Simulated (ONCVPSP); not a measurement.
# u(r) = r·R(r): atom against pseudo-atom (S)

Columns: radius, all-electron u(r) and pseudo u(r) of the 3p shell (level -7.11 eV) of sulfur in the configuration [Ne] 3s2 3p4; LDA (Perdew-Zunger), scalar-relativistic, ONCV scheme, ONCVPSP 4.0.1.

| r (bohr) | all-electron | pseudo |
| --- | --- | --- |
| 0.068 | -0.0968 | 0.0035 |
| 0.135 | -0.2296 | 0.0135 |
| 0.202 | -0.3123 | 0.0298 |
| 0.270 | -0.3340 | 0.0527 |
| 0.338 | -0.3045 | 0.0818 |
| 0.405 | -0.2407 | 0.1160 |
| 0.473 | -0.1544 | 0.1560 |
| 0.540 | -0.0584 | 0.1996 |
| 0.608 | 0.0424 | 0.2471 |
| 0.675 | 0.1400 | 0.2963 |
| 0.742 | 0.2324 | 0.3469 |
| 0.810 | 0.3188 | 0.3987 |
| 0.878 | 0.3967 | 0.4495 |
| 0.945 | 0.4644 | 0.4973 |
| 1.013 | 0.5240 | 0.5424 |
| 1.080 | 0.5740 | 0.5828 |
| 1.148 | 0.6163 | 0.6195 |
| 1.215 | 0.6501 | 0.6509 |
| 1.283 | 0.6773 | 0.6773 |
| 1.350 | 0.6975 | 0.6975 |
| 1.418 | 0.7121 | 0.7121 |
| 1.485 | 0.7213 | 0.7213 |
| 1.553 | 0.7260 | 0.7260 |
| 1.620 | 0.7266 | 0.7266 |
| 1.688 | 0.7238 | 0.7238 |
| 1.755 | 0.7181 | 0.7181 |

(1) How many radial nodes do the two functions have?

(2) At about which radius was the pseudo-wave matched?

(3) Is the pseudo-wave norm-conserving?

Results:

(1) The all-electron 3p function has n − l − 1 = 1; the pseudo-wave has 0, since the states of the same l below it are removed with the core.

(2) 1.35 bohr. The columns agree to 0.0005 from 1.28 bohr on; several derivatives are matched, so the curves merge somewhat inside the radius.

(3) Yes: the ONCV scheme keeps the norm inside the radius equal to the all-electron one, which fixes the energy derivative of the logarithmic derivative at the level.
